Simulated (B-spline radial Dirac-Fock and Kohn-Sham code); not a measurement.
**Anomalous scattering factors of Yb, 583.5 eV to 7.816 keV**

Method: the dispersion relation over Dirac-Hartree-Slater subshell photoionisation cross sections, with the Kissel-Pratt high-energy constant (isolated atom, no bound-bound lines or fine structure). Computed with a radial B-spline solver. The forward scattering factor is f₀ + f′ + i f″.

The run's input, task.json:

```json
{"items": [{
  "Z": 70,
  "q": 0,
  "cfg": [[1, 0, 2], [2, 0, 2], [2, 1, 6], [3, 0, 2], [3, 1, 6], [3, 2, 10], [4, 0, 2], [4, 1, 6], [4, 2, 10], [4, 3, 14], [5, 0, 2], [5, 1, 6], [6, 0, 2]],
  "A": 174,
  "rrms": 5.3108,
  "do": "dispersion",
  "hv": [583.5, 645.6, 696.6, 1000.0, 1047.0, 1217.0, 1253.6, 1273.0, 1486.9, 2000.0, 2420.0, 2691.0, 2699.0, 2984.4, 3267.0, 4000.0, 4510.9, 5414.7, 5688.0, 6000.0, 6403.9, 6564.0, 6930.3, 7816.0, 8047.8, 8843.0, 9251.7, 9963.0, 12000.0, 14040.0, 14210.0, 15000.0, 15100.0, 16820.0, 17479.3, 18280.0, 19700.0, 22162.9, 23180.0, 23860.0, 24209.8, 30000.0, 40000.0, 43430.0],
  "edges": {"K": 61332.0, "L1": 10486.0, "L2": 9978.0, "L3": 8944.0, "M1": 2398.0, "M2": 2173.0, "M3": 1950.0, "M4": 1576.0, "M5": 1528.0, "N1": 480.5, "N2": 388.7, "N3": 339.7, "N4": 191.2, "N5": 182.4}
}]}
```

Command: `python xray2_run.py task.json out`

Edges near this range: L2 9978.0 eV, L3 8944.0 eV, M1 2398.0 eV, M2 2173.0 eV, M3 1950.0 eV, M4 1576.0 eV, M5 1528.0 eV, N1 480.5 eV.

```tsv
hν (eV)	λ (Å)	f′ (e)	f″ (e)	tabulated f′	tabulated f″
583.5	21.25	-31.948	18.415	–	14.75
645.6	19.20	-30.591	17.356	–	14.52
696.6	17.80	-29.747	16.513	–	14.24
1000	12.40	-28.165	12.363	-28.22	11.86
1047	11.84	-28.333	11.858	-28.52	11.21
1217	10.19	-29.926	10.275	-30.09	9.34
1253.6	9.890	-30.530	9.977	-30.75	9.02
1273	9.740	-30.903	9.824	-31.10	8.87
1486.9	8.338	-41.079	8.357	-42.39	7.57
2000	6.199	-20.578	31.398	-20.67	30.63
2420	5.123	-12.300	27.034	-12.09	25.91
2691	4.607	-8.518	23.498	-8.57	22.81
2699	4.594	-8.447	23.404	-8.49	22.73
2984.4	4.154	-6.533	20.397	-6.54	19.99
3267	3.795	-5.407	17.973	-5.45	17.44
4000	3.100	-4.145	13.408	-4.22	12.77
4510.9	2.749	?	?	?	?
5414.7	2.290	-4.173	8.490	-4.21	7.99
5688	2.180	-4.323	7.871	-4.36	7.41
6000	2.066	-4.528	7.248	-4.56	6.84
6403.9	1.936	-4.847	6.550	-4.88	6.21
6564	1.889	-4.991	6.302	-5.04	5.99
6930.3	1.789	-5.364	5.787	-5.43	5.51
7816	1.586	-6.652	4.782	-6.75	4.59
```

Q: What are f′ and f″ at 4510.9 eV?

A: f′ = -3.950 and f″ = 11.206 electrons (tables: -4.01 and 10.59). By the optical theorem f″ corresponds to a photoabsorption cross section 2 rₑ λ f″ = 174000 b.

Tabulated f′: xraylib 4.2 anomalous scattering factors (Cullen et al., EPDL97); f″: Chantler's tables (J. Phys. Chem. Ref. Data 1995 and 2000). Both are theoretical tables.
